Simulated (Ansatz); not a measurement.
`OP[SiH3]` + `[AlH2][NH]CS` → `O[P]([AlH2])[SiH3]` + `NCS`  (formal exchange of groups at a P–H bond)

Gas-phase electronic energies from Ansatz, PBE0-D4/def2-TZVP geometries. CCSD(T)/CBS adds triple-zeta CCSD(T) − MP2 to the extrapolated MP2 energy (def2 sets, frozen cores). Each species was taken in one conformer, which may not be the lowest.

| species | HF/def2-SVP energy (Eh) |
| --- | --- |
| `OP[SiH3]` | -707.17851 |
| `[AlH2][NH]CS` | -734.99706 |
| `O[P]([AlH2])[SiH3]` | -949.60184 |
| `NCS` | -492.54527 |

(1) Work out ΔE.

Largest T1 diagnostic among the species: 0.014.

Answers

(1) ΔE = (-949.60184) + (-492.54527) − (-707.17851) − (-734.99706) = 0.02846 Eh = +74.7 kJ/mol. CCSD(T)/CBS gives +62.8 kJ/mol.

Leaving LDA and LC-ωPBE aside and taking each functional with its dispersion term where it has one, the values, not all of them listed here, spread over 20.3 kJ/mol, from PBE-D4 to CAM-B3LYP-D4. LDA lies +4.9 kJ/mol from PBE without D4. In def2-TZVPP, CCSD(T) changes the Hartree–Fock value by −6.4 kJ/mol (the triples alone add −1.6 kJ/mol) and MP2 by −3.4 kJ/mol.
